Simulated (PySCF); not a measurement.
GeH₅Si, SMILES [SiH3][GeH2], multiplicity 2. The structure is a stationary point at PBE-D3(BJ)/def2-TZVP. The isomer is the one that the SMILES or the coordinates give; other isomers of the formula were not compared.

All values below come from PBE-D3(BJ)/def2-TZVP (PySCF).

Harmonic wavenumbers (cm⁻¹): 106, 327, 353, 376, 538, 578, 794, 852, 902, 904, 2025, 2056, 2134, 2165, 2175. Rotational constants (GHz): 50.68, 3.691, 3.626; symmetry number 1.

**Question.** Work out the zero-point energy and the ideal-gas rigid-rotor harmonic-oscillator thermochemistry at 298.15 K and 1 atm.

**Answer.** ZPE = ½ Σ hcν = ½ × 16285 cm⁻¹ = 23.28 kcal/mol. H − E(el) = 27.17 kcal/mol. Entropy in cal/(mol K): translation 39.88, rotation 23.68, vibration 8.53, spin 1.38, total 73.47. G − E(el) = 5.27 kcal/mol. Cp = 19.11 cal/(mol K). Modes under 150 cm⁻¹ make the vibrational entropy uncertain.
